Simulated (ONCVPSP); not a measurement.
# Which change was made? (N, ONCV)

```
Element                 : N
Generator               : ONCVPSP 4.0.1
Type                    : optimised norm-conserving Vanderbilt (ONCV)
Functional              : PBEsol
Relativity              : scalar-relativistic
Frozen core             : [He]
Valence charge          : 5
Reference configuration : 2s1 2p4
Partial waves           : 2s: rc 1.10 bohr, ncon 4, nbas 8, qcut 6.4 1/bohr, local; 2p: rc 1.90 bohr, ncon 4, nbas 7, qcut 8.9 1/bohr, 2 projectors, debl 0.5 Ha
Local potential         : the s channel
Core correction         : Teter function, fcfact 5.25, rcfact 1.3
```

Cutoffs, loose and tight: the cutoffs (Ha) at which the residual kinetic energy of the hardest occupied pseudo-wave falls to 1 and 0.1 mHa per electron. They do not see the model core or the augmentation charge, which bear on the density cutoff. Test errors are all-electron minus pseudo excitation energies from the reference, over the configurations 2s2 2p3; 2s2 2p2; 2s2 2p1; 2s0 2p5; variants that change the core or the reference have their own tests.

The base gives: outcome: generated; cutoff, loose: 23 Ha; cutoff, tight: 125 Ha; bound ghosts: none; GHOST(+) flags above zero: none; largest test error (meV): +449.

Task: After one change the result is: outcome: generated; cutoff, loose: 23 Ha; cutoff, tight: 125 Ha; bound ghosts: none; GHOST(+) flags above zero: none; largest test error (meV): +1075. Which change was it?
A. p: qcut 11.7
B. s: ncon 5, nbas 9
C. reference 2s2 2p3
D. s: qcut 9.9
E. all radii but the core radius scaled by about 1.11 (s 1.22, p 2.12 bohr)

Result: C. The others give: s: ncon 5, nbas 9 → outcome: generated; cutoff, loose: 44 Ha; cutoff, tight: 163 Ha; bound ghosts: none; GHOST(+) flags above zero: none; largest test error (meV): +427 | all radii but the core radius scaled by about 1.11 (s 1.22, p 2.12 bohr) → outcome: generated; cutoff, loose: 20 Ha; cutoff, tight: 86 Ha; bound ghosts: none; GHOST(+) flags above zero: none; largest test error (meV): +610 | p: qcut 11.7 → outcome: generated; cutoff, loose: 25 Ha; cutoff, tight: 125 Ha; bound ghosts: none; GHOST(+) flags above zero: none; largest test error (meV): +335 | s: qcut 9.9 → outcome: generated; cutoff, loose: 30 Ha; cutoff, tight: 38 Ha; bound ghosts: none; GHOST(+) flags above zero: none; largest test error (meV): +397.
